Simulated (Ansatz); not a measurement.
`B[SiH2]N[SiH3]` + HBr → `B[SiH2]Br` + `N[SiH3]` at 298.15 K and 1 bar (ligand exchange at the Si–N bond).

Gas-phase electronic energies from Ansatz, PBE0-D4/def2-TZVP geometries. CBS: MP2 limit from def2 TZ/QZ plus the TZ coupled-cluster correction, frozen cores. This one scheme is used for every species. For Br outer-core shells are correlated without core-valence functions, which leaves a few kJ/mol of doubt a bond. Scalar relativity is left out up to krypton. One conformer a species, not always the lowest.

```tsv
species	CCSD(T)/CBS energy (Eh)	H − E (kJ/mol)	S (J/(mol·K))
`B[SiH2]N[SiH3]`	-662.46710	228.4	367.8
HBr	-2573.91920	24.6	198.6
`B[SiH2]Br`	-2889.59767	115.3	318.5
`N[SiH3]`	-346.80422	145.7	264.3
```

H − E and S are ideal-gas, rigid-rotor, harmonic terms from PBE0-D4/def2-TZVP, for one conformer and one mirror image of each species. 1 Eh = 2625.50 kJ/mol, R = 8.31446 J/(mol·K).

Task: By hand: ΔE, ΔH, ΔS and ΔG.

Result: ΔE = (-2889.59767) + (-346.80422) − (-662.46710) − (-2573.91920) = -0.01559 Eh = -40.9 kJ/mol. Δ(H − E) = 115.3 + 145.7 − 228.4 − 24.6 = 8.0, so ΔH = -32.9 kJ/mol. ΔS = 318.5 + 264.3 − 367.8 − 198.6 = 16.4 J/(mol·K). ΔG = -32.9 − 298.15 × (16.4)/1000 = -37.8 kJ/mol.

Task: By hand: the equilibrium constant, and the temperature at which ΔG would vanish if ΔH and ΔS stayed fixed.

Result: log₁₀ K = −ΔG/(RT ln 10) = 6.6. ΔH and −TΔS have one sign here, so there is no such temperature.

ΔH outweighs TΔS. A doubt of 5 kJ/mol in ΔE shifts log₁₀ K by 0.9 here. Other conformers and mirror images would add mixing entropy, several J/(mol·K) or more a flexible species. Modes under 60 cm⁻¹, often nearly free rotors, make the harmonic entropy too high. These are equilibria of isolated gas molecules and say nothing of rates. Largest T1 diagnostic: 0.011 (customary marks: 0.02 for closed shells, 0.045 for open ones).
